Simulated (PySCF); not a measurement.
**Energy of Rh²⁺ (rhodium, charge +2) between two integer charges**

The 4d beta orbital of [Kr] 4d7 is emptied in steps (occupation f), with all orbitals relaxed, ending at [Kr] 4d6. All numbers are calculated (PySCF 2.14, scalar relativity through the core potential, in def2-TZVP with the def2 core potential (28 electrons)). The exact energy is a straight line in f; departures are measured from the line between the end points of the same method.

```json
{"f": "1", "B3LYP (eV)": "0.000"}
{"f": "0.9", "B3LYP (eV)": "-0.443"}
{"f": "0.7", "B3LYP (eV)": "-1.039"}
{"f": "0.5", "B3LYP (eV)": "-1.243"}
{"f": "0.3", "B3LYP (eV)": "-1.049"}
{"f": "0.1", "B3LYP (eV)": "-0.451"}
{"f": "0", "B3LYP (eV)": "0.000"}
```

```json
{"method": "B3LYP", "E(f=0) − E(f=1) (eV)": "31.301", "−ε at f=1 (eV)": "26.388", "−ε at f=0.5 (eV)": "31.273"}
```

Orbital energy along the path (eV):

| f | B3LYP |
| --- | --- |
| 1 | -26.388 |
| 0.9 | -27.349 |
| 0.7 | -29.296 |
| 0.5 | -31.273 |
| 0.3 | -33.276 |
| 0.1 | -35.303 |
| 0 | -36.324 |

Reference removal energy between the ground levels: 31.06 eV (semi-empirical (NIST evaluation); NIST Atomic Spectra Database, ionization energies). The calculation has no spin-orbit coupling. The determinant left behind need not be the lowest term of the ion.
